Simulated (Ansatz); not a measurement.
Total energies of `CCC(CC(C)c1ccc(I)cc1)c1ccc(OC(C)(C)C)cc1` from Ansatz at PBE0-D4/def2-SVP, gas phase (1 Eh = 27.2114 eV = 2625.5 kJ/mol). The reference geometry is relaxed at PBE-D4/def2-SVP.

```csv
state,geometry,energy (Eh)
charge 0 singlet,reference,-1227.04035
charge 1 doublet,reference,-1226.75655
charge -1 doublet,reference,-1227.01791
charge -1 doublet,relaxed at PBE-D4/def2-SVP,-1227.04918
free C atom (triplet),–,-37.76066
free I atom (doublet),–,-297.68435
free O atom (triplet),–,-74.92490
free H atom (doublet),–,-0.50029
```

In the def2 sets I takes a core potential; there is no spin–orbit coupling. Single mean-field runs in def2-SVP are fitted with def2-universal-jkfit.

Question: Work out the vertical ionisation energy to the doublet.

Answer: E(charge 1 doublet) − E(charge 0 singlet) = -1226.75655 − (-1227.04035) = 0.28380 Eh = 7.72 eV. For comparison, −ε of the highest occupied level is 6.52 eV at this level, 1.20 eV less.

Question: Work out the vertical electron affinity, to the doublet.

Answer: E(charge 0 singlet) − E(charge -1 doublet) = -1227.04035 − (-1227.01791) = -0.02244 Eh = -0.61 eV; negative, so the extra electron isn't bound. The basis lacks diffuse functions, which makes affinities too small.

Question: Give the fundamental gap IE − EA, the Mulliken electronegativity (IE + EA)/2 and the hardness (IE − EA)/2.

Answer: From the values in Eh: IE − EA = 0.28380 − (-0.02244) = 0.30624 Eh = 8.33 eV; (IE + EA)/2 = 3.56 eV; (IE − EA)/2 = 4.17 eV. The HOMO–LUMO gap of the same run is 5.84 eV, 2.49 eV smaller than the fundamental gap.

Question: How much does the charge -1 doublet relax, and what is the adiabatic electron affinity?

Answer: Relaxation: -1227.01791 − (-1227.04918) = 0.03127 Eh = 0.85 eV. Adiabatic electron affinity: 0.00883 Eh = 0.24 eV, without zero-point energy. 

Question: What is the binding energy per atom against free atoms?

Answer: Atoms: 22 × (-37.76066) + 1 × (-297.68435) + 1 × (-74.92490) + 29 × (-0.50029) = -1217.85218 Eh. Binding: -1217.85218 − (-1227.04035) = 9.18817 Eh = 250.02 eV, or 4.72 eV for each of 53 atoms (no zero-point energy, no counterpoise term).

At PBE0-D4/def2-SVP the highest occupied level of the charge -1 doublet lies above zero (up to 1.82 eV). By energy differences it is unbound by 0.61 eV (vertical, to the charge 0 singlet, at PBE0-D4/def2-SVP) and held by the finite basis. At PBE0-D4/def2-SVP the highest occupied level of the relaxed charge -1 doublet lies above zero (up to 0.18 eV). By energy differences its removal costs 0.24 eV (each at its own geometry, to the charge 0 singlet, at PBE0-D4/def2-SVP); self-interaction error and the lack of diffuse functions both raise the level.
